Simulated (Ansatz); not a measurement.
Geometry optimisation, Ansatz, UKS B3LYP-D4/def2-SVP.

The input (input.yaml):

```yaml
crystal:
  periodic: [false, false, false]
  atoms:
    - { symbol: Cl, position_ang: [-0.2371, 0.01, -0.1475] }
    - { symbol: Ge, position_ang: [2.046, -0.3791, 0.9148] }
    - { symbol: C, position_ang: [-2.2303, 0.4131, -1.0056] }
    - { symbol: H, position_ang: [1.9581, -0.3277, 2.426] }
    - { symbol: H, position_ang: [3.0696, 0.66, 0.5071] }
    - { symbol: H, position_ang: [2.6319, -1.7294, 0.5571] }
    - { symbol: H, position_ang: [-1.966, 0.7335, -1.995] }
    - { symbol: H, position_ang: [-2.5827, 1.1726, -0.3344] }
    - { symbol: H, position_ang: [-2.6895, -0.553, -0.9226] }
magnetization:
  spin_polarized: true
  initial_magnetization: 1
basis:
  gaussian: { orbitals: def2-SVP }
hamiltonian:
  xc: b3lyp
  dispersion: d4
relax:
  f_tol: 0.15
  max_steps: 25
  restrain:
    - { distance: [0, 2], at: 3.08, k: 30.0 }
    - { distance: [1, 0], at: 2.22, k: 30.0 }
```

Command:

```bash
$ ansatz run input.yaml --threads 2 --pin off --max-ram 3072MiB --backend cpu --events-out ev --progress --plain --runs-dir out
```

Q: Where does it end, and by what steps?

A: It converged. The restraints hold the end off the free minimum. After 4 steps the energy has fallen by 0.853 eV (the restraints' own energy left out); Cl1 moved furthest, 0.50 Å. Parted: Cl1–C3.

```json
{"step": "0", "energy less start (eV)": "0.0000", "largest force component (eV/Å)": "0.820", "accepted": "yes"}
{"step": "1", "energy less start (eV)": "-0.4394", "largest force component (eV/Å)": "1.804", "accepted": "yes"}
{"step": "2", "energy less start (eV)": "-0.7549", "largest force component (eV/Å)": "0.676", "accepted": "yes"}
{"step": "3", "energy less start (eV)": "-0.8310", "largest force component (eV/Å)": "0.442", "accepted": "yes"}
{"step": "4", "energy less start (eV)": "-0.8527", "largest force component (eV/Å)": "0.405", "accepted": "yes"}
```

```xyz
9
Properties=species:S:1:pos:R:3
Cl 0.219 -0.073 0.052
Ge 2.190 -0.408 0.988
C -2.565 0.480 -1.153
H 1.994 -0.337 2.511
H 3.132 0.701 0.492
H 2.681 -1.797 0.550
H -2.090 0.770 -2.090
H -2.733 1.225 -0.375
H -2.830 -0.562 -0.976
```

Whether the end is a true minimum wasn't checked by a vibrational analysis.

The run took 22 s on 2 threads of Arm Neoverse V2, with other jobs on the host, peak memory 0.27 GiB.
